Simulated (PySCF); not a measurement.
Al(Me)(NCO)(OH) (C2H4AlNO2), SMILES O=C=[N][Al]([OH])[CH3].

Geometry optimised at PBE0-D3(BJ)/def2-SVP. The structure was generated by enumeration; whether it is a known compound was not checked. The values are those of a single conformer.

Method: PBE/def2-TZVP (PySCF).

Computed frontier levels, gap, dipole moment and polarisability:
| Quantity | Result |
|---|---|
| highest occupied level | -7.00 eV |
| lowest empty level | -1.24 eV |
| orbital gap | 5.76 eV |
| dipole moment | 0.345 e·Å |
| quadrupole, principal values (traceless, Buckingham form, about the centre of nuclear charge) | -15.45, 6.87, 8.58 D·Å |
| mean static polarisability | 60.8 bohr³ (9.02 Å³) |
| polarisability, principal values | 43.5, 54.6, 84.4 bohr³ |
